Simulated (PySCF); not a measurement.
**Computed vibrations of [Ce(CH3)2]2+**

[Ce(CH3)2]2+ (singlet). PySCF 2.14.0, RKS PBE0, Ce lcecp-2-SVP with ECP46, C def2-SVP, H def2-SVP; non-relativistic Hamiltonian with scalar-relativistic core potentials where named; density fitting; no spin-orbit coupling. Central differences of gradients.

```xyz
9

Ce    0.0000    0.0000   -0.2719
C     1.6118    0.0000    1.2142
H     2.5873    0.0000    0.6734
H     1.5654    0.8989    1.8713
H     1.5654   -0.8989    1.8713
C    -1.6118    0.0000    1.2142
H    -2.5873    0.0000    0.6734
H    -1.5654   -0.8989    1.8713
H    -1.5654    0.8989    1.8713
```

Run from Python with OMP_NUM_THREADS=2. Where DIIS fails, smearing, a level shift and second-order steps follow.
It took 60 s on 2 threads of Intel(R) Xeon(R) Platinum 8488C (Sapphire Rapids), with other jobs on the host.

(1) What are the harmonic wavenumbers and infrared intensities?

(2) Is this a minimum?

Results:

(1) Modes are labelled in C2v; negative numbers are unstable modes, those under 60 cm⁻¹ near the noise; a finer grid moves soft modes by up to 10 cm⁻¹.
```json
{"cm⁻¹": "-84", "km/mol": "–", "symmetry": "a2"}
{"cm⁻¹": "58", "km/mol": "1.4", "symmetry": "b2"}
{"cm⁻¹": "134", "km/mol": "0.4", "symmetry": "a1"}
{"cm⁻¹": "152", "km/mol": "0.0", "symmetry": "a2"}
{"cm⁻¹": "252", "km/mol": "8.4", "symmetry": "b2"}
{"cm⁻¹": "353", "km/mol": "0.1", "symmetry": "a1"}
{"cm⁻¹": "436", "km/mol": "8.4", "symmetry": "b1"}
{"cm⁻¹": "536", "km/mol": "69.9", "symmetry": "b1"}
{"cm⁻¹": "580", "km/mol": "20.3", "symmetry": "a1"}
{"cm⁻¹": "1145", "km/mol": "26.1", "symmetry": "b1"}
{"cm⁻¹": "1147", "km/mol": "27.7", "symmetry": "a1"}
{"cm⁻¹": "1282", "km/mol": "32.0", "symmetry": "b1"}
{"cm⁻¹": "1284", "km/mol": "0.0", "symmetry": "a2"}
{"cm⁻¹": "1295", "km/mol": "113.5", "symmetry": "b2"}
{"cm⁻¹": "1307", "km/mol": "55.7", "symmetry": "a1"}
{"cm⁻¹": "2931", "km/mol": "234.7", "symmetry": "b1"}
{"cm⁻¹": "2942", "km/mol": "95.0", "symmetry": "a1"}
{"cm⁻¹": "3050", "km/mol": "59.5", "symmetry": "a1"}
{"cm⁻¹": "3050", "km/mol": "0.0", "symmetry": "a2"}
{"cm⁻¹": "3051", "km/mol": "21.4", "symmetry": "b1"}
{"cm⁻¹": "3054", "km/mol": "85.6", "symmetry": "b2"}
```

(2) No: 1 unstable; the lowest moves the atoms so:
```
Ce   0.00  0.00  0.00
C    0.00  0.04  0.00
H    0.00 -0.38  0.00
H    0.28  0.22 -0.23
H   -0.28  0.22  0.23
C    0.00 -0.04  0.00
H    0.00  0.38  0.00
H   -0.28 -0.22 -0.23
H    0.28 -0.22  0.23
```
